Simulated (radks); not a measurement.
Values are calculated unless marked as measured or tabulated.
Task: The mean radii <r> (bohr) of the occupied orbitals of an atom or ion are listed with their occupations. Code: a radial shooting solver on a logarithmic mesh with Libxc functionals. Model: scalar-relativistic Kohn-Sham, r2SCAN, spin-unpolarised, spherical densities, finite nucleus; meta-GGA in the generalised Kohn-Sham scheme; Fermi nuclear charge, rms radius of each element as measured or else 0.836 A^(1/3) + 0.57 fm.

| orbital | occ. | <r> |
|---|---|---|
| 1s | 2 | 0.01632 |
| 2s | 2 | 0.06875 |
| 2p | 6 | 0.06235 |
| 3s | 2 | 0.1774 |
| 3p | 6 | 0.1792 |
| 3d | 10 | 0.1625 |
| 4s | 2 | 0.3916 |
| 4p | 6 | 0.4172 |
| 4d | 10 | 0.4396 |
| 5s | 2 | 0.8806 |
| 4f | 14 | 0.4677 |
| 5p | 6 | 1.009 |
| 5d | 10 | 1.357 |
| 6s | 1 | 2.270 |
| 5f | 1 | 8.788 |

Name the element and its charge.

Result: Z = 81, thallium, charge +1: Tl+ in [Xe] 4f14 5d10 6s1 5f1. The 1s radius gives Z: for a bare nucleus <r> = (2 gamma + 1)/(2Z) with gamma = sqrt(1 - (Z/c)^2), 0.01613 bohr for Z = 81, and screening makes it slightly larger (0.01632 here). The occupations add up to 80, and the charge is Z minus that.
